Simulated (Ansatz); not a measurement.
Coupled-cluster run, `O[SiH2][SiH](O)Cl`.

```yaml
crystal:
  periodic: [false, false, false]
  atoms:
    - {symbol: O, position_ang: [-0.929999, 0.870571, 1.737407]}
    - {symbol: Si, position_ang: [-0.447356, 1.332241, 0.228873]}
    - {symbol: Si, position_ang: [0.341065, -0.602399, -0.843764]}
    - {symbol: O, position_ang: [0.842375, -1.502224, 0.443518]}
    - {symbol: Cl, position_ang: [-1.163358, -1.590796, -1.857020]}
    - {symbol: H, position_ang: [-0.481115, 0.102539, 2.098664]}
    - {symbol: H, position_ang: [0.645972, 2.344953, 0.279813]}
    - {symbol: H, position_ang: [-1.611182, 1.930954, -0.468054]}
    - {symbol: H, position_ang: [1.430219, -0.446273, -1.842924]}
    - {symbol: H, position_ang: [1.198581, -2.379165, 0.286487]}
basis:
  gaussian: {orbitals: def2-TZVPP}
correlation: {method: ccsd_t}
```

```sh
$ ansatz run in.yaml --threads 4 --pin off --events-out ev --progress --plain
```

Output of Ansatz, abridged:

```
Functional definition: HF
1528 factors; integrals over basis functions are off by at most 9.9e-4 eV
mean field evaluation 1: about -32383.3845 eV, gradient 4.9e1 eV
mean field evaluation 2: about -32383.7155 eV, gradient 5.0e1 eV
mean field evaluation 4: about -32388.5295 eV, gradient 3.6e0 eV
mean field evaluation 8: about -32388.6031 eV, gradient 2.5e-1 eV
mean field -32388.60337091 eV, -1190.2592200971 hartree, gradient 6.4e-6 eV, S^2 0.000000; 0 other end points of the search recorded, 0 dependent functions left out
17 core orbitals not correlated: weight in the atoms' cores, before any rotation towards them, 1.000 or more for the frozen orbitals, at most 0.000 for the correlated occupied ones
reference -32388.60337091 eV, -1190.2592200971 hartree; 16, 16 occupied and 225, 225 virtual orbitals, 1528 factors
second order -24.77002325 eV of doubles, -0.00000000 eV of singles
cycle   1  -25.35806286 eV  change   -5.9e-1 eV  update   1.1e-1
cycle   2  -25.94737012 eV  change   -5.9e-1 eV  update   3.1e-2
cycle   3  -26.07836772 eV  change   -1.3e-1 eV  update   1.6e-2
cycle   4  -26.06373360 eV  change    1.5e-2 eV  update   3.4e-3
cycle   5  -26.06197998 eV  change    1.8e-3 eV  update   1.6e-3
cycle   6  -26.06269075 eV  change   -7.1e-4 eV  update   4.7e-4
cycle   7  -26.06247141 eV  change    2.2e-4 eV  update   1.8e-4
cycle   8  -26.06240381 eV  change    6.8e-5 eV  update   5.7e-5
cycle   9  -26.06242633 eV  change   -2.3e-5 eV  update   2.2e-5
perturbative correction -0.96704486 eV, -0.0355382431 hartree
Total energy: -32415.63284210 eV, -1191.2525348419 hartree
```

It took 3.1 min on 4 threads of a server CPU on a shared host, with 5.6 GiB of host memory at the peak.

Correlation energy per correlated electron: -0.845 eV. T1 diagnostic: 0.0115.
